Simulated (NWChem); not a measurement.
Molecule: C$_{5}$H$_{3}$N; SMILES C(/C#N)=C\C#C

Results from NWChem. Medium grid unless said otherwise, to which SCAN and Minnesota functionals are sensitive. Geometry: optimised at PBE-D3(BJ)/def2-SVP. Total energies of different functionals are on different scales.

| level | energy (Ha) | highest occupied level (eV) | orbital gap (eV) | dipole (D) |
|---|---|---|---|---|
| B3LYP/def2-SVP | -246.7960 | -7.38 | 4.78 | 4.02 |
| PBE/def2-SVP | -246.4880 | -6.60 | 3.32 | 3.92 |
| OLYP/def2-SVP | -246.7258 | … | 3.35 | 3.92 |
| r2SCAN0/def2-SVP | -246.6021 | -7.84 | 5.34 | 4.20 |
| RPBE/def2-SVP | -246.8263 | -6.53 | 3.34 | 3.89 |
| LC-BLYP (range parameter 0.33 per bohr)/def2-SVP | -246.1285 | -9.72 | 9.29 | 3.91 |
| CAM-B3LYP/def2-SVP | -246.6522 | -8.80 | 7.46 | 4.02 |
| revPBE/def2-SVP | -246.7398 | -6.54 | 3.34 | 3.91 |
| PW91/def2-SVP | -246.6993 | -6.63 | 3.32 | 3.93 |
| LC-wPBE (HJS exchange hole, range parameter 0.4 per bohr)/def2-SVP | -246.5719 | -10.19 | 9.81 | 4.01 |

Question: Fill in the missing entries.

Answer: 
- OLYP/def2-SVP, highest occupied level (eV): -6.44
